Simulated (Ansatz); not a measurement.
The same silylene extrusion along the group Si, Ge, Sn.

Program: Ansatz. Geometries: PBE0-D4/def2-TZVP. ΔE: electronic, gas phase. CBS: MP2 limit from def2 TZ/QZ plus the TZ coupled-cluster correction, frozen cores. This one scheme is used for every species. Elements past krypton have def2 core potentials. For Ge, Sn outer-core shells are correlated without core-valence functions, which leaves a few kJ/mol of doubt a bond. Scalar relativity is left out up to krypton. Each species was taken in one conformer, which may not be the lowest.

**Question.** Order these by ΔE at CCSD(T)/CBS, lowest first. (An estimate is asked.)
A. `[F][Sn]([F])([SH])[SH]` → F₂ + `[SH][Sn][SH]`
B. `F[Si](F)(S)S` → F₂ + `S[Si]S`
C. `[F][Ge]([F])([SH])[SH]` → F₂ + `[SH][Ge][SH]`

**Answer.** A (+150.9 kcal/mol), C (+170.6 kcal/mol), B (+229.9 kcal/mol).

Largest T1 diagnostic: 0.016, for `[SH][Sn][SH]`.
